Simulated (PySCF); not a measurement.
## Computed vibrations of La(BH4)3

La(BH4)3 (singlet). PySCF 2.14.0, RKS PBE, La lcecp-1-SVP with ECP46, B def2-SVP, H def2-SVP; non-relativistic Hamiltonian with scalar-relativistic core potentials where named; density fitting; no spin-orbit coupling. Central differences of gradients.

```xyz
16

La    0.0000    0.0000    0.0000
B     2.6050    0.0115    0.0000
H     3.8188   -0.0064    0.0000
H     2.1061   -0.5819    1.0008
H     2.1061   -0.5819   -1.0008
H     2.1291    1.1744    0.0000
B    -1.3124    2.2502    0.0000
H    -1.9038    3.3104    0.0000
H    -0.5492    2.1149    1.0008
H    -0.5492    2.1149   -1.0008
H    -2.0816    1.2566    0.0000
B    -1.2925   -2.2617    0.0000
H    -1.9150   -3.3040    0.0000
H    -1.5570   -1.5330    1.0008
H    -1.5570   -1.5330   -1.0008
H    -0.0474   -2.4310    0.0000
```

Run from Python with OMP_NUM_THREADS=4. Where DIIS fails, smearing, a level shift and second-order steps follow.
It took 86 s on 4 threads of AMD EPYC 9R45 96-Core Processor (Zen 5), on a shared host.

Problem. What are the harmonic wavenumbers and infrared intensities?

Solution. Modes are labelled in C3h; negative numbers are unstable modes, those under 60 cm⁻¹ near the noise; a finer grid moves soft modes by up to 10 cm⁻¹.
```tsv
cm⁻¹	km/mol	symmetry
-36	–	a''
-8	–	e''
-8	–	e''
88	6.2	e'
88	6.2	e'
100	0.1	a''
449	155.5	e'
449	155.5	e'
454	0.0	a'
500	0.0	a'
539	5.3	e'
539	5.3	e'
548	0.0	e''
548	0.0	e''
558	0.6	a''
1040	0.0	a'
1040	8.1	e'
1040	8.1	e'
1048	44.0	a''
1055	0.0	e''
1055	0.0	e''
1135	307.0	e'
1135	307.0	e'
1154	0.0	a'
1196	0.0	e''
1196	0.0	e''
1197	2.2	e'
1197	2.2	e'
1198	8.5	a''
1205	0.0	a'
2197	0.0	e''
2197	0.0	e''
2199	0.0	a'
2199	218.1	e'
2199	218.1	e'
2204	424.8	a''
2254	0.0	a'
2266	136.7	e'
2266	136.7	e'
2570	147.8	e'
2570	147.8	e'
2571	0.0	a'
```

Problem. Is this a minimum?

Solution. Probably not: 1 unstable, though so soft as to be near the noise (and 2 more above −25 cm⁻¹, within the noise); the lowest moves the atoms so:
```
La   0.00  0.00 -0.07
B    0.00  0.00  0.20
H    0.00  0.00  0.35
H   -0.12  0.14  0.23
H    0.12 -0.14  0.23
H    0.00  0.00  0.00
B    0.00  0.00  0.20
H    0.00  0.00  0.35
H   -0.06 -0.17  0.23
H    0.06  0.17  0.23
H    0.00  0.00  0.00
B    0.00  0.00  0.20
H    0.00  0.00  0.35
H    0.18  0.03  0.23
H   -0.18 -0.03  0.23
H    0.00  0.00  0.00
```
